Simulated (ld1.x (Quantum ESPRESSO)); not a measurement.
## Building the ultrasoft potential for W (Z = 74) (BLYP, scalar-relativistic).

W, ultrasoft, made with ld1.x (Quantum ESPRESSO) 7.5 (BLYP, scalar-relativistic). Core [Xe] 4f14, reference 5d4 6s2 6p0. Waves: 6s (bound): rcut 1.85, rcutus 2.50 bohr; 6s channel at 0.15 Ry: rcut 1.85, rcutus 2.50 bohr; 6p (bound, empty): rcut 3.30, rcutus 3.90 bohr; 6p channel at 0.3 Ry: rcut 3.30, rcutus 3.90 bohr; 5d (bound): rcut 1.40, rcutus 1.65 bohr; 5d channel at 0.55 Ry: rcut 1.40, rcutus 1.65 bohr. Local part: all-electron potential smoothed inside 3.00 bohr (lloc = -1). Core correction: none. Augmentation charge: built from norm-conserving waves at rcut, not smoothed further.

All-electron outer shells of the reference configuration (BLYP, scalar-relativistic, ld1.x):

```tsv
shell	level (eV)	outermost node (bohr)	outermost maximum (bohr)
5p	-43.02	0.57	1.09
4f	-32.97	–	0.43
6s	-5.60	1.28	2.64
5d	-4.34	0.63	1.50
6p	-1.29	1.54	3.79
```

Does the generator finish with these settings?

Yes, a potential is produced and its reference levels are reproduced.

Estimate the cutoffs (Ry, on a coarse ladder) from which the occupation-weighted sum of valence levels, in a spherical-Bessel basis at the reference potential, stays within 10 and 1 mRy of its value at 400 Ry.

35 Ry and 45 Ry.

What does a ghost test show?

No extra level below or beside the all-electron valence levels (s, p, d, f tested). The logarithmic derivative shows an extra or strongly shifted pseudo pole above the reference energy (s near 1.33 Ry).

Is the overlap operator S = 1 + Σ q|β⟩⟨β| positive definite (Bessel basis up to 400 Ry)?

Yes: its lowest eigenvalue is 0.54 (p channel).

Which valence shell sets the plane-wave cutoff?

5d: its level needs 40 Ry to come within 1 mRy, against 6 Ry for 6s.

Tests: 5d4 6s1 6p0; 5d4 6s0 6p0; 5d3 6s0 6p0; 5d3 6s2 6p1; 5d4 6s0 6p2; 5d4 6s0 6p1; 5d4 6s1 6p1. Which has the largest error in its energy relative to the reference configuration, and how large is it?

5d3 6s0 6p0, with +249 meV (all-electron minus pseudo) on +49.91 eV.
